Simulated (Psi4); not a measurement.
C₂H₇ClN₂Sn, singlet, geometry from GFN2-xTB (such geometries of metal compounds can be far from the true shape) (core potentials on Sn); Psi4 with CAM-B3LYP/def2-TZVPD.

Psi4 was given this input:
```
memory 2 GB

molecule {
0 1
C     2.88456040   -0.40779447   -0.26587523
C     1.77537605   -0.55575864   -0.95623864
Sn   -0.19863721    0.01589381   -0.22873258
N    -1.04457781    1.80188759   -0.77724274
N    -1.56682769   -1.34802943   -0.89005088
Cl   -0.15105011    0.12777130    2.09973325
H     2.89584754    0.00439409    0.73011328
H     3.84289320   -0.70750391   -0.66743496
H     1.77155044   -0.97888350   -1.94871736
H    -1.08006475    1.92369688   -1.78196911
H    -0.55226305    2.60424008   -0.40333933
H    -2.51235007   -0.99135382   -0.81406668
H    -1.54568109   -2.21708054   -0.36968323
}

set {
  basis def2-tzvpd
}

energy('cam-b3lyp')
print_variables()
```

**Question.** Write the output that Psi4 gives for this input, abridged.

**Answer.** 
```
   => Loading Basis Set <=

    Name: DEF2-TZVPD
    Role: ORBITAL
    Keyword: BASIS

    !!!  WARNING: ECP capability is in beta. Please check occupations closely.  !!!

         ---------------------------------------------------------
                                   SCF
               by Justin Turney, Rob Parrish, Andy Simmonett
                          and Daniel G. A. Smith
                              RKS Reference
         ---------------------------------------------------------

  ==> Geometry <==

    Molecular point group: c1
    Full point group: C1

    Geometry (in Angstrom), charge = 0, multiplicity = 1:

       Center              X                  Y                   Z               Mass
    ------------   -----------------  -----------------  -----------------  -----------------
         C            2.916839616598    -0.411539414760    -0.278453535079    12.000000000000
         C            1.807655266598    -0.559503584760    -0.968816945079    12.000000000000
         SN          -0.166357993402     0.012148865240    -0.241310885079   119.902201630000
         N           -1.012298593402     1.798142645240    -0.789821045079    14.003074004430
         N           -1.534548473402    -1.351774374760    -0.902629185079    14.003074004430
         CL          -0.118770893402     0.124026355240     2.087154944921    34.968852682000
         H            2.928126756598     0.000649145240     0.717534974921     1.007825032230
         H            3.875172416598    -0.711248854760    -0.680013265079     1.007825032230
         H            1.803829656598    -0.982628444760    -1.961295665079     1.007825032230
         H           -1.047785533402     1.919951935240    -1.794547415079     1.007825032230
         H           -0.519983833402     2.600495135240    -0.415917635079     1.007825032230
         H           -2.480070853402    -0.995098764760    -0.826644985079     1.007825032230
         H           -1.513401873402    -2.220825484760    -0.382261535079     1.007825032230

  Running in c1 symmetry.

  Rotational constants: A =      0.05809  B =      0.05200  C =      0.03863 [cm^-1]
  Rotational constants: A =   1741.64289  B =   1559.01266  C =   1158.20069 [MHz]
  Nuclear repulsion =  418.166374390767942

  Charge       = 0
  Multiplicity = 1
  Electrons    = 72
  Nalpha       = 36
  Nbeta        = 36

  ==> Algorithm <==

  SCF Algorithm Type is DF.
  DIIS enabled.
  MOM disabled.
  Fractional occupation disabled.
  Guess Type is SAD.
  Energy threshold   = 1.00e-06
  Density threshold  = 1.00e-06
  Integral threshold = 1.00e-12

  ==> Primary Basis <==

  Basis Set: DEF2-TZVPD
    Blend: DEF2-TZVPD
    Number of shells: 121
    Number of basis functions: 313
    Number of Cartesian functions: 353
    Spherical Harmonics?: true
    Max angular momentum: 3

  Core potential: DEF2-TZVPD
    Number of shells: 4
    Number of ECP primitives: 18
    Number of ECP core electrons: 28
    Max angular momentum: 3

  ==> DFT Potential <==

   => LibXC <=

    Version 7.1.2
    S. Lehtola, C. Steigemann, M. J. T. Oliveira, and M. A. L. Marques,  SoftwareX 7, 1–5 (2018) (10.1016/j.softx.2017.11.002)

   => Composite Functional: CAM-B3LYP <=

    CAM-B3LYP Hyb-GGA Exchange-Correlation Functional

    T. Yanai, D. P. Tew, and N. C. Handy,  Chem. Phys. Lett. 393, 51 (2004) (10.1016/j.cplett.2004.06.011)

    Deriv               =              1
    GGA                 =           TRUE
    Meta                =          FALSE

    Exchange Hybrid     =           TRUE
    MP2 Hybrid          =          FALSE

   => Exchange Functionals <=

    0.3500         Becke 88 [omega = 0.3300]
    0.4600   Short-range recipe for B88 functional - erf [omega = 0.3300]

   => Exact (HF) Exchange <=

    0.4600            HF,LR [omega = 0.3300]
    0.1900               HF

   => Correlation Functionals <=

    0.1900   Vosko, Wilk & Nusair (VWN5)
    0.8100   Lee, Yang & Parr

   => LibXC Density Thresholds  <==

[...]

    J tasked:                  Yes
    K tasked:                  Yes
    wK tasked:                 Yes
    Omega:               3.300E-01
    Integrals threads:           1
    Algorithm:                Disk
    Integral Cache:           NONE
    Schwarz Cutoff:          1E-12
    Fitting Condition:       1E-10

   => Auxiliary Basis Set <=

  Basis Set: (DEF2-TZVPD AUX)
    Blend: DEF2-UNIVERSAL-JKFIT
    Number of shells: 226
    Number of basis functions: 776
    Number of Cartesian functions: 968
    Spherical Harmonics?: true
    Max angular momentum: 5

  Minimum eigenvalue in the overlap matrix is 8.0062776707E-06.
  Reciprocal condition number of the overlap matrix is 7.3316949633E-07.
    Using symmetric orthogonalization.

  ==> Pre-Iterations <==

  SCF Guess: Superposition of Atomic Densities via on-the-fly atomic UHF (no occupation information).

   -------------------------
    Irrep   Nso     Nmo
   -------------------------
     A        313     313
   -------------------------
    Total     313     313
   -------------------------

  ==> Iterations <==

                           Total Energy        Delta E     RMS |[F,P]|

   @DF-RKS iter SAD:  -862.32370890592881   -8.62324e+02   0.00000e+00
   @DF-RKS iter   1:  -863.64154422751221   -1.31784e+00   4.38325e-03 DIIS/ADIIS
   @DF-RKS iter   2:  -863.31843484783519    3.23109e-01   4.91288e-03 DIIS/ADIIS
   @DF-RKS iter   3:  -864.44191448804963   -1.12348e+00   7.03292e-04 DIIS/ADIIS
   @DF-RKS iter   4:  -864.46020994963055   -1.82955e-02   2.26391e-04 DIIS/ADIIS
   @DF-RKS iter   5:  -864.46232476099397   -2.11481e-03   5.54335e-05 DIIS
   @DF-RKS iter   6:  -864.46245827386588   -1.33513e-04   1.89408e-05 DIIS
   @DF-RKS iter   7:  -864.46247554858780   -1.72747e-05   6.14002e-06 DIIS
   @DF-RKS iter   8:  -864.46247743068420   -1.88210e-06   1.17638e-06 DIIS
   @DF-RKS iter   9:  -864.46247753925184   -1.08568e-07   4.61912e-07 DIIS
  Energy and wave function converged.

  ==> Post-Iterations <==

   Electrons on quadrature grid:
      Ntotal   =   72.0000243434 ; deviation = 2.434e-05

    Orbital Energies [Eh]
    ---------------------

    Doubly Occupied:

[...]
    Virtual:

[...]
     313A    112.937256

    Final Occupation by Irrep:
              A
    DOCC [    36 ]
    NA   [    36 ]
    NB   [    36 ]

  @DF-RKS Final Energy:  -864.46247753925184

   => Energetics <=

    Nuclear Repulsion Energy =            418.1663743907679418
    One-Electron Energy =               -2101.1086155151870116
    Two-Electron Energy =                 872.9222511341273503
    DFT Exchange-Correlation Energy =     -54.4424875489601305
    Empirical Dispersion Energy =           0.0000000000000000
    VV10 Nonlocal Energy =                  0.0000000000000000
    Total Energy =                       -864.4624775392518359

Computation Completed

Properties will be evaluated at   0.000000,   0.000000,   0.000000 [a0]

Properties computed using the SCF density matrix

 Multipole Moments:

 ------------------------------------------------------------------------------------
     Multipole            Electronic (a.u.)      Nuclear  (a.u.)        Total (a.u.)
 ------------------------------------------------------------------------------------

 L = 1.  Multiply by 2.5417464519 to convert [e a0] to [Debye]
 Dipole X            :        -14.3176997           14.9022773            0.5845776
 Dipole Y            :          1.3567445           -1.3505161            0.0062283
 Dipole Z            :        -11.1693583           10.3913669           -0.7779914
 Magnitude           :                                                    0.9731600

 ------------------------------------------------------------------------------------

  Variable Map:
  ----------------------------------------------------------------------------
[...]
  Array Variable Map:
  ----------------------------------------------------------------------------
[...]
[...]
```
